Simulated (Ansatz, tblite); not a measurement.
Bond stretch in C₂H₁₀Al₂O₆, singlet. The Al1–O19 bond (Al1 also carries Al, O, O, O; O19 carries H) is stretched with both fragments frozen at the PBE0/def2-SVP optimised geometry.

Computed with: GFN2-xTB, 300 K electronic temperature (tblite); UKS-PBE0 = unrestricted PBE0/def2-SVP (Ansatz, a first-principles code).

Energies relative to the lowest point of each curve near equilibrium, in mEh:

| R / Å | GFN2-xTB |
|---|---|
| 1.41 | 59.4 |
| 1.50 | 20.0 |
| 1.61 | 1.9 |
| 1.67 | 0.0 |
| 1.71 | 0.7 |
| 1.75 | 2.6 |
| 1.93 | 19.5 |
| 2.06 | 36.1 |
| 2.26 | 63.6 |
| 2.50 | 96.0 |
| 2.83 | 135.1 |
| 4.97 | 224.5 |

Problem. What does UKS-PBE0 give at the same points?

Solution. 1.41: 81.0; 1.50: 33.5; 1.61: 6.3; 1.67: 0.9; 1.71: 0.0; 1.75: 0.7; 1.93: 17.6; 2.06: 37.1; 2.26: 70.5; 2.50: 109.0; 2.83: 153.6; 4.97: 213.5 (mEh).

The unrestricted determinant behind UKS-PBE0 is spin-contaminated at 2.83 to 4.97 Å (<S²> up to 1.0, against 0.00 for a pure singlet).
